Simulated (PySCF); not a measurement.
Nb(O)(F)(Me)2 (C2H6FNbO), SMILES [CH3][Nb]([CH3])(=[O])[F], multiplicity 1.

Geometry: PBE0-D3(BJ)/def2-SVP. The spin state was assumed, not searched. The def2 effective core potentials stand for the cores of Nb; spin–orbit coupling is left out.

Computed with TDDFT-M06-2X/def2-SVPD run with PySCF.

Vertical excitations. Gas-phase values at a fixed geometry. State labels are in the subgroup Cs.

```
state  symmetry  energy (eV)  λ (nm)      f                                                                   main pairs
-----  --------  -----------  ------  -----  ---------------------------------------------------------------------------
S1           A"         4.31     288  0.002                                                               HOMO→LUMO 96 %
S2           A'         4.87     255  0.008                                           HOMO−1→LUMO 82 %, HOMO→LUMO+1 16 %
S3           A'         5.34     232  0.009                                           HOMO→LUMO+1 76 %, HOMO−1→LUMO 15 %
S4           A"         5.53     224  0.031                                                           HOMO−1→LUMO+1 91 %
S5           A"         6.08     204  0.000                                         HOMO−3→LUMO 56 %, HOMO−2→LUMO+1 21 %
S6           A'         6.31     196  0.000                                           HOMO−4→LUMO 66 %, HOMO−2→LUMO 20 %
S7           A'         6.36     195  0.002                                           HOMO−2→LUMO 66 %, HOMO−4→LUMO 23 %
S8           A"         6.44     192  0.006  HOMO−2→LUMO+1 39 %, HOMO−3→LUMO 27 %, HOMO−4→LUMO+1 16 %, HOMO−2→LUMO+4 7 %
S9           A"         6.60     188  0.002                   HOMO−4→LUMO+1 60 %, HOMO−4→LUMO+4 14 %, HOMO−2→LUMO+1 10 %
S10          A"         6.86     181  0.010      HOMO→LUMO+3 48 %, HOMO→LUMO+7 24 %, HOMO→LUMO+2 15 %, HOMO−2→LUMO+1 9 %
T1           A"         4.06     305      0                                                               HOMO→LUMO 97 %
T2           A'         4.33     286      0                                                             HOMO−1→LUMO 97 %
T3           A'         4.72     263      0                                                             HOMO→LUMO+1 94 %
T4           A"         5.06     245      0                                                           HOMO−1→LUMO+1 94 %
```
Triplets are in the Tamm–Dancoff approximation, which puts them higher than full response would, so one can lie above its singlet here.
